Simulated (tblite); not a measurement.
Compound: C7H13FSi.
Numbering: `[CH3:1][C:2]#[C:3][Si@@H:4]([F:5])[C@H:6]([CH3:7])[CH2:8][CH3:9]` (hydrogens: H10, H11, H12 on C1; H13 on Si4; H14 on C6; H15, H16, H17 on C7; H18, H19 on C8; H20, H21, H22 on C9)

Computed geometry: GFN2-xTB, gas phase.

Question: List the bond lengths, angles and torsions at this level.

Answer: 
| bond | length (pm) |
| --- | --- |
| C1–C2 | 144.4 |
| C2≡C3 | 120.6 |
| C3–Si4 | 184.1 |
| Si4–F5 | 162.1 |
| Si4–C6 | 190.7 |
| C6–C7 | 152.8 |
| C6–C8 | 153.5 |
| C8–C9 | 152.6 |
| C1–H10, C1–H11, C1–H12 | 109.0 |
| Si4–H13 | 145.7 |
| C6–H14 | 109.7 |
| C7–H15, C7–H16, C7–H17 | 108.8 |
| C8–H18 | 109.3 |
| C8–H19 | 109.3 |
| C9–H20, C9–H21, C9–H22 | 108.8 |

Bonds in one row agree within 1 pm and their mean is given. A selection of angles:
| angle | degrees |
| --- | --- |
| C1–C2–C3 | 179.7 |
| C2–C3–Si4 | 179.2 |
| C3–Si4–F5 | 107.4 |
| C3–Si4–C6 | 110.8 |
| F5–Si4–C6 | 107.2 |
| Si4–C6–C7 | 110.9 |
| Si4–C6–C8 | 110.9 |
| C7–C6–C8 | 111.5 |
| C6–C8–C9 | 113.4 |

Torsions: C3–Si4–C6–C7 64° (synclinal); Si4–C6–C8–C9 -169° (antiperiplanar).

The C–Si distances run from 1.841 Å (C3–Si4, drawn single) to 1.907 Å (Si4–C6, drawn single), a spread of 0.066 Å. Si4 (fluorine-bound silicon) is distorted tetrahedral (angles from 104.2° to 114.0°). Of the pairs four or more bonds apart, H16···H20 is among the closest relative to their van der Waals radii: 2.25 Å, 94 % of the sum of Bondi's values. The 5 C–C bonds span 1.206 Å (C2≡C3, drawn triple) to 1.535 Å (C6–C8, drawn single), a spread of 0.329 Å.

Point group: C1 (no symmetry element, even within 0.4 Å). Its GFN2-xTB frequencies are all real (lowest 28 cm⁻¹). One conformer, not necessarily the lowest. 3 starts were optimised and ended at 0.00, 0.01 and 0.54 kcal/mol (GFN2-xTB); the lowest of these is shown.

The run took 0.98 s of wall time on one thread of an Arm Neoverse N1 (shared host). These figures are those of the optimisation.
